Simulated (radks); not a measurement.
Values are calculated unless marked as measured or tabulated.
Species: Tb II. Configuration: [Kr] 4d10 4f9 5s2 5p5 6s1 7s1 (not the ground configuration). Code: a radial shooting solver on a logarithmic mesh with Libxc functionals. Model: Dirac Kohn-Sham, OLYP, spin-unpolarised, spherical densities, finite nucleus; open shells fill j = l - 1/2 first; Fermi nuclear charge, rms radius 5.06 fm.

Spin-orbit splittings of the eigenvalues, e(l+1/2) - e(l-1/2), with zeta = 2 splitting/(2l+1) and mean radii in bohr:

shell  occ.  splitting (eV)  zeta (eV)  <r> j=l-1/2  <r> j=l+1/2
2p        6           746.4      497.6      0.07589      0.08283
3p        6           154.2      102.8       0.2285       0.2417
3d       10           33.71      13.48       0.2139       0.2180
4p        6           34.32      22.88       0.5527       0.5830
4d       10               ?          ?       0.6176       0.6284
4f        9          0.8059     0.2302       0.8605       0.8747
5p        5           4.645      3.097        1.465        1.556
6p        0          0.5381     0.3587        4.151        4.408

Estimate the 4d splitting.

Answer. 6.203 eV (zeta = 2.481 eV).
